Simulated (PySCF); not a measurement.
SCF from a fresh guess for singlet TcO₃F, at the PBE0 minimum. PySCF input:

```python
from pyscf import gto, scf, dft
mol = gto.M(atom='''
Tc    -0.038724    -0.000000    -0.027377
O     -1.394727    -0.000080     0.924437
O     -0.043939     1.351034    -0.986217
O     -0.043859    -1.350954    -0.986330
F      1.449752     0.000000     1.024942''',
    basis={'Tc': 'def2-SVP', 'O': 'def2-SVP', 'F': 'def2-SVP'},
    ecp={'Tc': 'def2-SVP'},
    charge=0, spin=0)
mf = dft.RKS(mol, xc='PBE0')
mf.grids.atom_grid = (50, 194)
aux = {'Tc': 'def2-universal-JKFIT', 'O': 'def2-universal-JKFIT', 'F': 'def2-universal-JKFIT'}
mf = mf.density_fit(auxbasis=aux)
mf.conv_tol = 1e-08
mf.diis_space = 10
mf.max_cycle = 60
mf.init_guess = 'minao'
mf.verbose = 4
mf.kernel()
```

Excerpt of the output (cycles and frontier levels):

```
init E= -397.345261387752
  HOMO = -0.673495256797039  LUMO = -0.405570520398247  gap/eV = 7.29060
cycle= 1 E= -405.086869444457  delta_E= -7.74  |g|= 1.94  |ddm|= 3.54
  HOMO = -0.227706401426939  LUMO = -0.188898881635679  gap/eV = 1.05601
cycle= 2 E= -399.469072753091  delta_E= 5.62  |g|= 5.17  |ddm|= 4.94
  HOMO = -0.357069902091368  LUMO = -0.0982496454414265  gap/eV = 7.04286
cycle= 3 E= -405.66839995412  delta_E= -6.2  |g|= 0.762  |ddm|= 4.34
  HOMO = -0.370798681358267  LUMO = -0.143590448959176  gap/eV = 6.18265
cycle= 4 E= -405.755473343602  delta_E= -0.0871  |g|= 0.403  |ddm|= 0.715
  HOMO = -0.397319723953217  LUMO = -0.166733610292762  gap/eV = 6.27457
cycle= 5 E= -405.781826865557  delta_E= -0.0264  |g|= 0.109  |ddm|= 0.326
  HOMO = -0.380374042817837  LUMO = -0.14726024120859  gap/eV = 6.34335
cycle= 6 E= -405.784265903494  delta_E= -0.00244  |g|= 0.0114  |ddm|= 0.101
  HOMO = -0.381389262763381  LUMO = -0.148221085118926  gap/eV = 6.34483
cycle= 7 E= -405.784293025083  delta_E= -2.71e-05  |g|= 0.00295  |ddm|= 0.0113
  HOMO = -0.381328806920379  LUMO = -0.148244166426418  gap/eV = 6.34256
cycle= 8 E= -405.784292476736  delta_E= 5.48e-07  |g|= 0.00339  |ddm|= 0.00364
  HOMO = -0.381308961356318  LUMO = -0.148230294715244  gap/eV = 6.34239
cycle= 9 E= -405.784294704266  delta_E= -2.23e-06  |g|= 0.000733  |ddm|= 0.00251
  HOMO = -0.381281301577324  LUMO = -0.148236819100258  gap/eV = 6.34146
cycle= 10 E= -405.784294825977  delta_E= -1.22e-07  |g|= 6.72e-05  |ddm|= 0.000625
  HOMO = -0.381279034832409  LUMO = -0.148238231693839  gap/eV = 6.34136
cycle= 11 E= -405.784294828536  delta_E= -2.56e-09  |g|= 2.84e-05  |ddm|= 0.000154
  HOMO = -0.381281944652489  LUMO = -0.148235655715545  gap/eV = 6.34151
Extra cycle  E= -405.784294827168  delta_E= 1.37e-09  |g|= 9.22e-05  |ddm|= 7.71e-05
converged SCF energy = -405.784294827168
```

No lower solution of this spin was found by a stability analysis within the restricted form, which does not test spin polarisation.

Stability towards spin polarisation was not tested.

The search for the lowest solution, with the stability check, took 4.3 s on 2 threads of a shared Arm Neoverse V1 host, with 87 basis functions; the process peaked at 0.37 GiB. Launch command: `OMP_NUM_THREADS=2 python axn.py task.json out`.
